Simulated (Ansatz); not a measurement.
Consider the ligand exchange at the Si–N bond: `CN([SiH3])[SiH2]Cl` + `CO[SiH](O)Br` → `CO[SiH](Br)O[SiH3]` + `CN[SiH2]Cl`.

Program: Ansatz. Geometries: PBE0-D4/def2-TZVP. ΔE: electronic, gas phase. CBS: MP2 limit from def2 TZ/QZ plus the TZ coupled-cluster correction, frozen cores. DFT in def2-TZVPP. For Br outer-core shells are correlated without core-valence functions, which leaves a few kJ/mol of doubt a bond. Scalar relativity is left out up to krypton. Each species was taken in one conformer, which may not be the lowest.

`CN([SiH3])[SiH2]Cl`:

Cartesian coordinates in Å:
```
C 0.762 0.127 -1.302
N 0.019 -0.138 -0.069
Si -1.706 0.012 -0.165
Si 0.900 -0.287 1.385
Cl 1.640 1.521 2.061
H 0.284 -0.367 -2.153
H 1.781 -0.262 -1.230
H 0.827 1.198 -1.521
H -2.223 -0.934 -1.192
H -2.272 -0.306 1.168
H -2.114 1.384 -0.573
H 0.009 -0.815 2.440
H 2.093 -1.133 1.152
```

`CO[SiH](O)Br`:

```xyz
10

C    -1.008   -0.561   -1.180
O    -0.542    0.414   -0.272
Si    0.856    0.382    0.551
O     0.885    1.608    1.611
Br    1.001   -1.584    1.593
H    -0.348   -0.641   -2.049
H    -1.083   -1.541   -0.700
H    -1.998   -0.255   -1.520
H     2.043    0.522   -0.308
H     0.194    1.656    2.275
```

`CO[SiH](Br)O[SiH3]`:

```xyz
13

C    -1.789   -1.404   -1.107
O    -0.873   -0.373   -0.805
Si    0.651   -0.573   -0.292
Br    0.646   -1.858    1.526
O     1.259    0.875    0.059
Si    1.191    2.116    1.138
H    -2.717   -0.940   -1.440
H    -1.993   -2.017   -0.224
H    -1.413   -2.050   -1.907
H     1.501   -1.238   -1.296
H    -0.135    2.149    1.803
H     2.257    1.937    2.154
H     1.415    3.375    0.390
```

`CN[SiH2]Cl`:

Z-matrix (Å, degrees):
```
C
N 1 1.450
H 1 1.096 2 113.1
H 1 1.093 2 110.8 3 -122.0
H 1 1.093 2 109.4 3 119.9
Si 2 1.697 1 123.8 3 -88.7
H 2 1.008 1 113.6 3 65.8
Cl 6 2.075 2 114.8 1 68.9
H 6 1.479 2 108.8 1 -48.4
H 6 1.479 2 108.1 1 -172.4
```

| level | ΔE (kJ/mol) |
| --- | --- |
| r2SCAN-D4 | -52.5 |
| ωB97X-V | -53.2 |
| r2SCAN | -53.1 |
| MP2/def2-QZVPP | -50.6 |

What does CCSD(T)/CBS give? (An estimate is asked.)

The calculation gave: -52.3 kJ/mol. The listed levels differ from it by -0.2, -0.9, -0.8, 1.7 kJ/mol.

Largest T1 diagnostic among the species: 0.010.

The D4 term adds +4.8 kJ/mol with B3LYP and +2.3 kJ/mol with PBE0; it sums over pairs of atoms, weighted by their polarisabilities, and B3LYP, whose exchange is more repulsive, gets the larger term. In def2-TZVPP, CCSD(T) changes the Hartree–Fock value by +21.4 kJ/mol (the triples alone add +3.5 kJ/mol) and MP2 by +23.2 kJ/mol.

B3LYP here is the variant with VWN-RPA as its local correlation; programs differ in this.
